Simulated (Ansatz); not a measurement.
Geometry optimisation of `C=[C](N)[GaH][CH3]`.

```yaml
crystal:
  periodic: [false, false, false]
  atoms:
    - {symbol: C, position_ang: [-0.681970, -0.371500, 1.785010]}
    - {symbol: C, position_ang: [-0.021800, -0.869140, 0.736680]}
    - {symbol: N, position_ang: [0.330720, -2.205030, 0.597120]}
    - {symbol: Ga, position_ang: [0.400980, 0.186410, -0.935400]}
    - {symbol: C, position_ang: [-0.141230, 2.075540, -1.454730]}
    - {symbol: H, position_ang: [-0.988850, 0.664420, 1.788230]}
    - {symbol: H, position_ang: [-0.951020, -0.962410, 2.650170]}
    - {symbol: H, position_ang: [0.359280, -2.761310, 1.442580]}
    - {symbol: H, position_ang: [1.115660, -2.366570, -0.026800]}
    - {symbol: H, position_ang: [1.315970, -0.715610, -1.914500]}
    - {symbol: H, position_ang: [-0.979180, 2.422390, -0.841860]}
    - {symbol: H, position_ang: [-0.443410, 2.122460, -2.505810]}
    - {symbol: H, position_ang: [0.684840, 2.780350, -1.320700]}
basis:
  gaussian: {orbitals: def2-TZVP}
hamiltonian: {xc: pbe0, dispersion: d4}
relax: {f_tol: 0.005, max_steps: 150}
```

```sh
$ ansatz run in.yaml --threads 2 --pin off --events-out ev --progress --plain --max-ram 32768MiB --backend cuda --devices 0, --max-vram 18GiB
```

It prints (some lines left out):

```
Functional definition: PBE0
mean field -57097.78349233 eV, -2098.3048410755 hartree, gradient 5.6e-5 eV, S^2 0.000000; 0 other end points of the search recorded, 0 dependent functions left out
relax step   1: F+E_penalty+E_count = -57098.00536589 eV  Δ(F+E_penalty+E_count) = +0.000e0 eV  max|allowed force component| = 8.701e-1 eV/Å  Δτ_max = 0.0000 Å  (32 SCF iters, accepted)
mean field -57097.87564073 eV, -2098.3082274667 hartree, gradient 2.4e-5 eV, S^2 0.000000; 0 other end points of the search recorded, 0 dependent functions left out
relax step   2: F+E_penalty+E_count = -57098.10146581 eV  Δ(F+E_penalty+E_count) = -9.610e-2 eV  max|allowed force component| = 3.317e-1 eV/Å  Δτ_max = 0.1321 Å  (30 SCF iters, accepted)
mean field -57097.89732897 eV, -2098.3090244946 hartree, gradient 1.3e-5 eV, S^2 0.000000; 0 other end points of the search recorded, 0 dependent functions left out
relax step   3: F+E_penalty+E_count = -57098.12576221 eV  Δ(F+E_penalty+E_count) = -2.430e-2 eV  max|allowed force component| = 3.072e-1 eV/Å  Δτ_max = 0.1114 Å  (30 SCF iters, accepted)
mean field -57097.90516012 eV, -2098.3093122844 hartree, gradient 9.1e-6 eV, S^2 0.000000; 0 other end points of the search recorded, 0 dependent functions left out
relax step   4: F+E_penalty+E_count = -57098.13454011 eV  Δ(F+E_penalty+E_count) = -8.778e-3 eV  max|allowed force component| = 2.793e-1 eV/Å  Δτ_max = 0.0700 Å  (32 SCF iters, accepted)
mean field -57097.90956144 eV, -2098.3094740298 hartree, gradient 2.7e-5 eV, S^2 0.000000; 0 other end points of the search recorded, 0 dependent functions left out
relax step   5: F+E_penalty+E_count = -57098.13928752 eV  Δ(F+E_penalty+E_count) = -4.747e-3 eV  max|allowed force component| = 1.556e-1 eV/Å  Δτ_max = 0.0443 Å  (31 SCF iters, accepted)
mean field -57097.91044064 eV, -2098.3095063399 hartree, gradient 2.5e-5 eV, S^2 0.000000; 0 other end points of the search recorded, 0 dependent functions left out
relax step   6: F+E_penalty+E_count = -57098.14048691 eV  Δ(F+E_penalty+E_count) = -1.199e-3 eV  max|allowed force component| = 5.730e-2 eV/Å  Δτ_max = 0.0359 Å  (32 SCF iters, accepted)
mean field -57097.91037745 eV, -2098.3095040177 hartree, gradient 2.6e-5 eV, S^2 0.000000; 0 other end points of the search recorded, 0 dependent functions left out
relax step   7: F+E_penalty+E_count = -57098.14031786 eV  Δ(F+E_penalty+E_count) = +1.690e-4 eV  max|allowed force component| = 6.280e-2 eV/Å  Δτ_max = 0.0191 Å  (32 SCF iters, rejected (line search))
mean field -57097.91078219 eV, -2098.3095188914 hartree, gradient 2.6e-5 eV, S^2 0.000000; 0 other end points of the search recorded, 0 dependent functions left out
relax step   8: F+E_penalty+E_count = -57098.14078088 eV  Δ(F+E_penalty+E_count) = -2.940e-4 eV  max|allowed force component| = 3.021e-2 eV/Å  Δτ_max = 0.0095 Å  (32 SCF iters, accepted)
mean field -57097.91089662 eV, -2098.3095230966 hartree, gradient 2.6e-5 eV, S^2 0.000000; 0 other end points of the search recorded, 0 dependent functions left out
relax step   9: F+E_penalty+E_count = -57098.14088337 eV  Δ(F+E_penalty+E_count) = -1.025e-4 eV  max|allowed force component| = 1.032e-2 eV/Å  Δτ_max = 0.0124 Å  (33 SCF iters, accepted)
mean field -57097.91094468 eV, -2098.3095248630 hartree, gradient 2.6e-5 eV, S^2 0.000000; 0 other end points of the search recorded, 0 dependent functions left out
relax step  10: F+E_penalty+E_count = -57098.14090117 eV  Δ(F+E_penalty+E_count) = -1.779e-5 eV  max|allowed force component| = 1.875e-2 eV/Å  Δτ_max = 0.0134 Å  (33 SCF iters, accepted)
mean field -57097.91103641 eV, -2098.3095282339 hartree, gradient 2.6e-5 eV, S^2 0.000000; 0 other end points of the search recorded, 0 dependent functions left out
relax step  11: F+E_penalty+E_count = -57098.14096791 eV  Δ(F+E_penalty+E_count) = -6.675e-5 eV  max|allowed force component| = 8.240e-3 eV/Å  Δτ_max = 0.0109 Å  (33 SCF iters, accepted)
mean field -57097.91111748 eV, -2098.3095312133 hartree, gradient 2.6e-5 eV, S^2 0.000000; 0 other end points of the search recorded, 0 dependent functions left out
relax step  12: F+E_penalty+E_count = -57098.14102180 eV  Δ(F+E_penalty+E_count) = -5.388e-5 eV  max|allowed force component| = 1.689e-2 eV/Å  Δτ_max = 0.0217 Å  (31 SCF iters, accepted)
mean field -57097.91115024 eV, -2098.3095324172 hartree, gradient 2.6e-5 eV, S^2 0.000000; 0 other end points of the search recorded, 0 dependent functions left out
relax step  13: F+E_penalty+E_count = -57098.14103550 eV  Δ(F+E_penalty+E_count) = -1.371e-5 eV  max|allowed force component| = 2.853e-2 eV/Å  Δτ_max = 0.0226 Å  (31 SCF iters, accepted)
mean field -57097.91119237 eV, -2098.3095339654 hartree, gradient 2.5e-5 eV, S^2 0.000000; 0 other end points of the search recorded, 0 dependent functions left out
relax step  14: F+E_penalty+E_count = -57098.14107606 eV  Δ(F+E_penalty+E_count) = -4.056e-5 eV  max|allowed force component| = 2.917e-2 eV/Å  Δτ_max = 0.0085 Å  (33 SCF iters, accepted)
mean field -57097.91122232 eV, -2098.3095350658 hartree, gradient 2.5e-5 eV, S^2 0.000000; 0 other end points of the search recorded, 0 dependent functions left out
relax step  15: F+E_penalty+E_count = -57098.14110802 eV  Δ(F+E_penalty+E_count) = -3.196e-5 eV  max|allowed force component| = 2.186e-2 eV/Å  Δτ_max = 0.0021 Å  (34 SCF iters, accepted)
mean field -57097.91126809 eV, -2098.3095367480 hartree, gradient 2.5e-5 eV, S^2 0.000000; 0 other end points of the search recorded, 0 dependent functions left out
relax step  16: F+E_penalty+E_count = -57098.14114465 eV  Δ(F+E_penalty+E_count) = -3.663e-5 eV  max|allowed force component| = 1.611e-3 eV/Å  Δτ_max = 0.0068 Å  (33 SCF iters, accepted)
mean field -57097.91130443 eV, -2098.3095380836 hartree, gradient 2.5e-5 eV, S^2 0.000000; 0 other end points of the search recorded, 0 dependent functions left out
relax step  17: F+E_penalty+E_count = -57098.14117008 eV  Δ(F+E_penalty+E_count) = -2.542e-5 eV  max|allowed force component| = 2.375e-3 eV/Å  Δτ_max = 0.0157 Å  (32 SCF iters, accepted)
mean field -57097.91131939 eV, -2098.3095386331 hartree, gradient 2.5e-5 eV, S^2 0.000000; 0 other end points of the search recorded, 0 dependent functions left out
relax step  18: F+E_penalty+E_count = -57098.14115893 eV  Δ(F+E_penalty+E_count) = +1.115e-5 eV  max|allowed force component| = 2.829e-2 eV/Å  Δτ_max = 0.0413 Å  (31 SCF iters, rejected (line search))
mean field -57097.91134034 eV, -2098.3095394031 hartree, gradient 2.5e-5 eV, S^2 0.000000; 0 other end points of the search recorded, 0 dependent functions left out
relax step  19: F+E_penalty+E_count = -57098.14119254 eV  Δ(F+E_penalty+E_count) = -2.246e-5 eV  max|allowed force component| = 4.983e-3 eV/Å  Δτ_max = 0.0202 Å  (31 SCF iters, accepted)
mean field -57097.91135106 eV, -2098.3095397970 hartree, gradient 2.5e-5 eV, S^2 0.000000; 0 other end points of the search recorded, 0 dependent functions left out
relax step  20: F+E_penalty+E_count = -57098.14119308 eV  Δ(F+E_penalty+E_count) = -5.388e-7 eV  max|allowed force component| = 1.131e-2 eV/Å  Δτ_max = 0.0185 Å  (32 SCF iters, accepted)
mean field -57097.91135822 eV, -2098.3095400602 hartree, gradient 2.5e-5 eV, S^2 0.000000; 0 other end points of the search recorded, 0 dependent functions left out
relax step  21: F+E_penalty+E_count = -57098.14119948 eV  Δ(F+E_penalty+E_count) = -6.401e-6 eV  max|allowed force component| = 7.591e-3 eV/Å  Δτ_max = 0.0014 Å  (34 SCF iters, accepted)
mean field -57097.91136346 eV, -2098.3095402527 hartree, gradient 2.5e-5 eV, S^2 0.000000; 0 other end points of the search recorded, 0 dependent functions left out
relax step  22: F+E_penalty+E_count = -57098.14119944 eV  Δ(F+E_penalty+E_count) = +3.912e-8 eV  max|allowed force component| = 7.645e-3 eV/Å  Δτ_max = 0.0004 Å  (34 SCF iters, rejected (line search))
mean field -57097.91136250 eV, -2098.3095402176 hartree, gradient 2.5e-5 eV, S^2 0.000000; 0 other end points of the search recorded, 0 dependent functions left out
relax step  23: F+E_penalty+E_count = -57098.14120361 eV  Δ(F+E_penalty+E_count) = -4.132e-6 eV  max|allowed force component| = 2.887e-3 eV/Å  Δτ_max = 0.0002 Å  (34 SCF iters, accepted)
mean field -57097.91136250 eV, -2098.3095402176 hartree, gradient 2.5e-5 eV, S^2 0.000000; 1 other end points of the search recorded, 0 dependent functions left out
Total energy: -57098.14123805 eV, -2098.3179879882 hartree
Atom 0 at    -0.691341    -0.264167     1.557091 Å, force    -0.000608    -0.000160     0.000776 eV/Å
Atom 1 at    -0.000907    -0.891805     0.590065 Å, force     0.001517    -0.001774    -0.000143 eV/Å
Atom 2 at     0.345076    -2.227583     0.652240 Å, force     0.000892     0.002887     0.001036 eV/Å
Atom 3 at     0.482036     0.142075    -1.010945 Å, force    -0.001897    -0.000791    -0.001131 eV/Å
Atom 4 at    -0.164729     1.975362    -1.272100 Å, force     0.000839     0.001328    -0.000833 eV/Å
Atom 5 at    -0.995524     0.767673     1.442096 Å, force     0.000397    -0.000090    -0.000630 eV/Å
Atom 6 at    -0.984095    -0.758383     2.482751 Å, force    -0.000695     0.000475     0.000046 eV/Å
Atom 7 at     0.305488    -2.676758     1.555306 Å, force     0.000132    -0.000871    -0.001108 eV/Å
Atom 8 at     1.118985    -2.529873     0.086880 Å, force    -0.000719    -0.000319     0.000131 eV/Å
Atom 9 at     1.434939    -0.555775    -2.061459 Å, force     0.000325     0.000166     0.000447 eV/Å
Atom 10 at    -0.828131     2.302926    -0.471030 Å, force     0.001343     0.000267    -0.001719 eV/Å
Atom 11 at    -0.702303     2.049661    -2.221225 Å, force     0.001153     0.000093     0.002838 eV/Å
Atom 12 at     0.680496     2.666648    -1.329679 Å, force    -0.002680    -0.001212     0.000288 eV/Å
Dipole moment:     0.163064    -0.095975     0.058872 e Å
```

It took 38 s on 2 threads of an AMD EPYC 7R13 on a shared host and a share of an NVIDIA H100 80 GB, with 0.88 GiB of host memory at the peak.
